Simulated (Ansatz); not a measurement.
Consider the redistribution: `[F][Zn][O][SiH3]` + `[SiH3][N]([SiH3])[GaH2]` → `[SiH3][O][ZnH]` + `F[SiH2][N]([SiH3])[GaH2]`.

Computed with Ansatz on PBE0-D4/def2-TZVP structures; ΔE is electronic, products minus reactants. CBS: MP2 limit from def2 TZ/QZ plus the TZ coupled-cluster correction, frozen cores. For Ga, Zn outer-core shells are correlated without core-valence functions, which leaves a few kJ/mol of doubt a bond. Scalar relativity is left out up to krypton. One conformer a species, not always the lowest.

`[F][Zn][O][SiH3]`:

```xyz
7

F    -2.852   -2.365   -0.425
Zn   -1.364   -1.496   -0.223
O     0.170   -0.688   -0.021
Si    0.845    0.786    0.131
H     2.315    0.627    0.274
H     0.567    1.634   -1.064
H     0.319    1.502    1.328
```

`[SiH3][N]([SiH3])[GaH2]`:

```xyz
12

Si    1.389   -0.385   -0.840
N     0.008    0.110    0.087
Si   -1.476   -0.773   -0.075
Ga    0.117    1.563    1.235
H     2.544    0.487   -0.505
H     1.746   -1.801   -0.545
H     1.115   -0.288   -2.300
H    -2.514   -0.153    0.787
H    -1.947   -0.765   -1.488
H    -1.297   -2.196    0.327
H     1.499    2.282    1.301
H    -1.184    1.919    2.016
```

`[SiH3][O][ZnH]`:

Cartesian coordinates in Å:
```
Si 1.105 -0.316 0.045
O -0.297 0.452 0.287
Zn -2.022 0.670 -0.008
H 0.963 -1.791 0.228
H 2.126 0.173 1.012
H 1.623 -0.084 -1.335
H -3.497 0.896 -0.228
```

`F[SiH2][N]([SiH3])[GaH2]`:

Z-matrix (Å, degrees):
```
Si
N 1 1.709
F 1 1.602 2 111.2
H 1 1.481 2 111.1 3 -117.9
H 1 1.481 2 109.6 3 117.5
Ga 2 1.862 1 120.2 3 -96.3
Si 2 1.740 1 121.5 3 80.3
H 6 1.560 2 114.7 1 179.3
H 6 1.556 2 116.9 1 -1.2
H 7 1.487 2 109.0 1 2.1
H 7 1.487 2 111.2 1 -118.0
H 7 1.487 2 110.8 1 122.2
```

```
                   species  MP2/CBS(def2) energy (Eh)
        `[F][Zn][O][SiH3]`                -2244.31457
 `[SiH3][N]([SiH3])[GaH2]`                -2561.58027
          `[SiH3][O][ZnH]`                -2145.08082
`F[SiH2][N]([SiH3])[GaH2]`                -2660.85210
```

Task: Work out ΔE.

Result: ΔE = (-2145.08082) + (-2660.85210) − (-2244.31457) − (-2561.58027) = -0.03808 Eh = -1.04 eV. CCSD(T)/CBS gives -1.02 eV.

Largest T1 diagnostic among the species: 0.017.

From PBE to PBE0 (25 % exact exchange), in def2-TZVPP and without D4, ΔE moves by −0.04 eV.
